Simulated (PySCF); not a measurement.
Molecule: `InChI=1S/C2H6BFO/c1-5-2-3-4/h3H,2H2,1H3`.

Atom-mapped SMILES (the numbers label the heavy atoms): `[CH3:1][O:2][CH2:3][BH:4][F:5]`. Hydrogens are named by the atom that carries them.

Spin–spin couplings on one PBE0-D3(BJ)/def2-SVP geometry, PySCF 2.14.0 with density-fitted response routines, gas phase, non-relativistic, equivalent pairs averaged (spin–dipole term only in couplings to heteroatoms); isotopes 11B, 1H, 13C, 19F, 17O; basis pcJ-1.

**Question.** How do the couplings (Hz) change with the functional? Times are CPU seconds on 1 thread of an Arm Neoverse V1, shared host.

**Answer.** 
```
functional  functions  1J(B4,H(B4))  1J(C1,H(C1))  1J(C3,H(C3))  1J(C3,B4)  1J(B4,F5)  1J(O2,C3)  1J(C1,O2)  core-s
        HF        195         179.8         176.4         157.4       95.4      -47.6        3.8        3.2      14
       LDA        195         131.6         109.3          97.8       53.7     -224.8       29.6       28.8      12
       PBE        195         155.5         131.5         116.5       66.5     -218.8       29.7       28.8      16
       KT2        195         163.7         139.0         121.9       56.1     -243.6       33.0       31.7      17
     B3LYP        195         166.8         144.7         129.0       73.0     -183.8       24.9       24.1      17
      PBE0        195         158.1         136.5         121.3       70.2     -179.9       24.2       23.5      16
     B97-2        195         159.9         131.2         115.8       72.5     -170.2       23.4       22.3      16
 BHandHLYP        195         174.4         156.1         139.6       80.1     -134.3       17.5       16.8      18
 CAM-B3LYP        195         164.8         142.3         127.0       71.7     -173.9       22.5       21.8      23
```
